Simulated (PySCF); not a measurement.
CH₇FOSi₃, SMILES F[SiH2][C@H]1O[SiH2][SiH2]1.

Coordinates come from a PBE0-D3(BJ)/def2-SVP optimisation. The structure was generated by enumeration; whether it is a known compound was not checked. Other conformers were not sampled.

Two levels are set side by side: PBE/def2-TZVP (PySCF) and B3LYP/def2-TZVP (PySCF). Same geometry, gas phase. Differences are taken from unrounded values.

| quantity | B3LYP |
|---|---|
| orbital gap (eV) | 6.40 |
| highest occupied level (eV) | -7.47 |
| lowest empty level (eV) | -1.07 |
| dipole moment (D) | 1.70 |
| mean polarisability (bohr³) | 92.0 |

Task: What does PBE give, and how far is it from B3LYP? (Estimate from the structure and the level; the computed values follow.)

Result: 
| quantity | PBE | PBE minus B3LYP |
|---|---|---|
| orbital gap (eV) | 4.63 | -1.77 |
| highest occupied level (eV) | -6.41 | 1.06 |
| lowest empty level (eV) | -1.78 | -0.71 |
| dipole moment (D) | 1.59 | -0.11 |
| mean polarisability (bohr³) | 95.6 | 3.7 |

Without exact exchange PBE keeps part of each electron's self-repulsion, which lifts occupied levels and narrows the gap. PBE's more diffuse valence density responds more strongly to a field. Differences between two approximate levels are no errors against the true value.

Rough cost on one machine, each run with all the roots and properties that it gave: B3LYP against PBE within a factor of 2.
